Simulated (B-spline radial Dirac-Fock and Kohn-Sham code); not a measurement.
# How core holes in Rb⁷⁺ decay

System: the Rb⁷⁺ ion in the configuration [Ar] 3d10 4s2.

Level of theory: independent-particle rates on relativistic LDA orbitals of the hole state (multipoles up to L = 3, Coulomb Auger matrix elements, transition energies from Dirac-Fock); a radial atomic solver.

Partial widths are in eV. Coster-Kronig decay leaves a hole in the same principal shell; its rates are the weakest part of the model, often 1.5 to 2.5 times too large and more for N holes. Holes without an open Auger channel, or with an unreliable SCF state, are not listed.

| hole | radiative | Auger | Coster-Kronig | total | fluorescence yield | lifetime (fs) |
| --- | --- | --- | --- | --- | --- | --- |
| K (1s) | 1.92 | 0.945 | 0 | 2.87 | 0.670 | 0.230 |
| L1 (2s) | 0.0191 | 0.812 | 0.343 | 1.17 | 0.0163 | 0.561 |
| L2 (2p1/2) | 0.0312 | 1.14 | 0 | 1.17 | 0.0267 | 0.563 |
| L3 (2p3/2) | 0.0305 | 1.21 | 0 | 1.24 | 0.0246 | 0.531 |
| M1 (3s) | 9.75e-05 | 0.0247 | 0.997 | 1.02 | 9.54e-05 | 0.644 |
| M2 (3p1/2) | 0.000375 | 0.00227 | 0 | 0.00264 | 0.142 | 249 |
| M3 (3p3/2) | 0.000339 | 0.00176 | 0 | 0.00210 | 0.161 | 313 |

Values without a named source are computed, but for edge energies of neutral atoms, which are taken from tables.
